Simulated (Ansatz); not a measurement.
Isolated molecules relaxed with PBE0-D4/def2-TZVP in Ansatz; ΔE leaves out vibrations. CBS: MP2 limit from def2 TZ/QZ plus the TZ coupled-cluster correction, frozen cores. This one scheme is used for every species. Functionals use def2-TZVPP. B3LYP here is the variant with VWN-RPA as its local correlation; programs differ in this. def2 core potentials past Kr. For Sn outer-core shells are correlated without core-valence functions, which leaves a few kJ/mol of doubt a bond. Each species was taken in one conformer, which may not be the lowest.

Reaction (ligand exchange at the Si–C bond): `CC[SiH2][SiH3]` + `[OH][SnH3]` → `[SiH3][SiH2][O][SnH3]` + `CC`

| level | ΔE (kcal/mol) |
| --- | --- |
| r2SCAN-D4 | -26.0 |
| ωB97M-V | -25.9 |
| r2SCAN | -26.1 |
| B3LYP | -27.8 |
| SCS-MP2/def2-TZVPP | -28.0 |
| HF/def2-QZVPP | -33.0 |
| SCS-MP2/def2-QZVPP | -28.2 |
| MP2/CBS(def2) | -26.8 |

Task: What does CCSD(T)/CBS give? (Estimate.)

Result: Ansatz gave: -26.7 kcal/mol. The listed levels differ from it by 0.7, 0.8, 0.6, -1.1, -1.3, -6.3, -1.5, -0.1 kcal/mol.

Largest T1 diagnostic among the species: 0.014.

In def2-TZVPP, CCSD(T) changes the Hartree–Fock value by +5.9 kcal/mol (the triples alone add +0.8 kcal/mol) and MP2 by +5.8 kcal/mol. From PBE to PBE0 (25 % exact exchange), in def2-TZVPP and without D4, ΔE moves by −1.3 kcal/mol.
